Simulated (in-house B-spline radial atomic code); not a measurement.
Settings and results of a run for Dy⁺ (an excited or competing configuration). Method: scalar-relativistic (X2C) r2SCAN0, spin-polarised, spherical fractional occupations, exact exchange averaged over the configuration, Fermi nucleus of rms radius 5.2218 fm. Calculated with a radial B-spline atomic code at the basis-set limit.

Command:
```bash
python run_scf.py task.json out
```
Settings (nuclear radius in fm, mass in u):
```
Z                66
configuration    [Kr] 4d9 4f10 5s2 5p6 5d1 6s1
hamiltonian      x2c
method           r2scan0
spin_polarised   True
nucleus          fermi
rms_radius       5.2218
atomic_mass      163.92918
speed_of_light   137.035999084
exact_exchange   averaged over the configuration
```

Output (hartree, bohr):
```
 radial grid: 81 intervals, B-splines of order 8, outer radius 60 bohr

 iter        energy (Eh)    residual
    1      -12150.772727    1.52e-01
    2      -12150.787997    6.89e-03
    3      -12150.789114    2.98e-03
    4      -12150.789277    1.26e-03
    5      -12150.789233    1.57e-03
    6      -12150.789308    1.03e-04
    7      -12150.789309    4.74e-05
    8      -12150.789309    4.15e-06
    9      -12150.789309    3.52e-07

 total energy                    -12150.78931
 kinetic                           13333.8669
 electron-nucleus                 -29940.9506
 Hartree                            4722.0292
 exact exchange                      -64.9548
 exchange-correlation               -200.7800

 orbital      occ     eigenvalue          <r>       <r^2>       <1/r>       r_max
 1s up      1.000     -1974.2520    0.0203854 0.000576721     80.3084     0.01251
 1s down    1.000     -1974.2508    0.0203854  0.00057672     80.3083     0.01251
 2s up      1.000      -331.1120    0.0890342  0.00942827     18.5994     0.07586
 2s down    1.000      -331.0736    0.0890295  0.00942725     18.6006     0.07586
 2p up      3.000      -294.3272    0.0790073  0.00763845     16.2513     0.06121
 2p down    3.000      -294.2948    0.0790011   0.0076372     16.2524     0.06121
 3s up      1.000       -74.9419     0.233712   0.0625797     6.69783      0.2153
 3s down    1.000       -74.8438     0.233525   0.0624708     6.70341      0.2152
 3p up      3.000       -63.5010     0.232565   0.0628142     6.05089      0.2113
 3p down    3.000       -63.3965     0.232322   0.0626709     6.05665      0.2112
 3d up      5.000       -48.4977     0.212087   0.0528498     5.67177       0.173
 3d down    5.000       -48.3874     0.211874    0.052727      5.6759      0.1729
 4s up      1.000       -15.7388     0.529268    0.316201     2.76148      0.4943
 4s down    1.000       -15.4446     0.529407    0.316361     2.75905      0.4941
 4p up      3.000       -11.9155     0.559518    0.356089     2.48661      0.5154
 4p down    3.000       -11.6089     0.559958    0.356683     2.48295      0.5152
 4d up      5.000        -6.6051     0.606563    0.426651     2.18393      0.5343
 4d down    4.000        -6.3034     0.608323    0.429526     2.17814      0.5344
 4f up      7.000        -0.8131     0.783943    0.792434     1.65007       0.533
 4f down    3.000        -0.5823      0.82067    0.888227     1.60632      0.5363
 5s up      1.000        -2.3831      1.28029     1.84479       1.048       1.146
 5s down    1.000        -2.2758      1.29874     1.89695     1.02739       1.159
 5p up      3.000        -1.4223       1.4966     2.54773     0.87549       1.296
 5p down    3.000        -1.3367      1.51083     2.58826    0.861916       1.311
 5d up      1.000        -0.3632      2.47936     7.33623    0.526066       1.854
 6s up      1.000        -0.3964      3.54616     14.0789    0.353729        3.14
```

Time taken, with all properties: 1 s on 1 thread of Arm Neoverse N1, on a shared host.

One-electron X2C: radii and densities carry no picture-change correction, so inner-shell <1/r> comes out high (for 1s by about 2 % at Z = 33, 5 % at 54, 10 % at 75, 30 % at 118) and <r> low.
